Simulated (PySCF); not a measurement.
OsH₃⁺ at several levels of theory

All levels use the PBE0 minimum (quintet; H–H 0.811 Å, Os–H 1.621 Å, Os–H 1.941 Å (×2); H–H–Os 77.9° (×2), H–Os–H 24.1°, H–Os–H 153.4° (×2)), basis [Os def2-TZVP with ECP60, H def2-TZVP], scalar-relativistic core potentials, density fitting, no spin–orbit coupling, PySCF. For vertical energies the ionised species is a sextet (spins chosen at PBE0 and kept). Open shells are unrestricted, also as the reference of the correlated levels. Dipoles are about the centre of mass. A dash marks a value that was not computed or is not defined at that level.

```json
{"level": "PBE0", "vertical IP (eV)": "16.85", "−ε(HOMO) (eV)": "14.09", "dipole (D)": "2.22"}
{"level": "HF", "vertical IP (eV)": "?", "−ε(HOMO) (eV)": "?", "dipole (D)": "?"}
{"level": "MP2", "vertical IP (eV)": "16.38", "−ε(HOMO) (eV)": "–", "dipole (D)": "–"}
{"level": "PBE", "vertical IP (eV)": "17.00", "−ε(HOMO) (eV)": "12.80", "dipole (D)": "2.00"}
{"level": "CCSD(T)", "vertical IP (eV)": "?", "−ε(HOMO) (eV)": "–", "dipole (D)": "–"}
```

Problem. Fill in the row of HF.

Solution. vertical IP (eV) 15.25, −ε(HOMO) (eV) 17.05, dipole (D) 3.01.

Problem. Fill in the row of CCSD(T).

Solution. vertical IP (eV) 16.34.

For OsH₃⁺ itself CCSD(T) correlates 18 electrons; T1 = 0.021, D1 = 0.095, (T) = -21 kJ/mol.

Other spin states or occupations of the open shell can lie lower. No spin–orbit coupling is included, which matters more the heavier the element.
